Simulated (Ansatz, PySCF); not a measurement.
GeO2, SMILES [O]=[Ge]=[O]. Atoms are numbered in the order given.

```xyz
3

Ge     0.0000     0.0000     0.0000
O      0.0000     0.0000     1.6229
O      0.0000     0.0000    -1.6229
```

Coordinates come from a TPSSh-D3(BJ)/def2-TZVP optimisation.

Two levels are set side by side: PBE-D3(BJ)/def2-TZVP (Ansatz, a quantum-chemistry and plane-wave program) and TPSSh-D3(BJ)/def2-TZVP (PySCF). Each level has its own optimised geometry; the coordinates shown are those of the second. Frequencies come from the Hessian of PySCF at each geometry. Differences are taken from unrounded values.

| quantity | TPSSh-D3(BJ) | PBE-D3(BJ) | PBE-D3(BJ) minus TPSSh-D3(BJ) |
|---|---|---|---|
| mean bond length (Å) | 1.623 | 1.636 | 0.014 |
| bond Ge1–O2 (Å) | 1.623 | 1.636 | 0.014 |
| bond Ge1–O3 (Å) | 1.623 | 1.636 | 0.014 |
| highest harmonic wavenumber (cm⁻¹) | 1077 | 1044 | -33 |
| mean harmonic wavenumber (cm⁻¹) | 596 | 576 | -20 |
| zero-point energy (kcal/mol) | 3.41 | 3.30 | -0.11 |

GGA bonds tend to be longer and softer than those of functionals with exact exchange. Differences between two approximate levels are no errors against the true value.
